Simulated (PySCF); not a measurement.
Zr(Cl)(OH)(Me)2 (C₂H₇ClOZr), SMILES [CH3][Zr]([CH3])([OH])[Cl], multiplicity 1. Heavy atoms are numbered as in [Zr:1]([Cl:2])([OH:3])([CH3:5])[CH3:9]. Hydrogens are named by the atom that carries them.

Geometry: B3LYP-D3(BJ)/def2-SVP. The spin state was assumed, not searched. The def2 effective core potentials stand for the cores of Zr; spin–orbit coupling is left out. One conformer was computed; it need not be the lowest.

All values below come from ωB97X/def2-TZVP run with PySCF.

ESP charges are fitted to the potential on shells at 1.4 to 2.0 van der Waals radii. Atomic charges (e), one atom of each kind:

```csv
atom,ESP fit,Löwdin
Zr1,___,0.46
Cl2,___,0.02
O3 (OH),-0.82,-0.30
H on O3,___,0.17
C5 (CH3),-0.77,-0.56
H on C5,0.15,0.13
```

Task: What belongs in the gaps? (Estimate from the structure and the level; the computed values follow.)

Result: 
- Zr1, ESP fit: 1.29
- Cl2, ESP fit: -0.38
- H on O3, ESP fit: 0.47
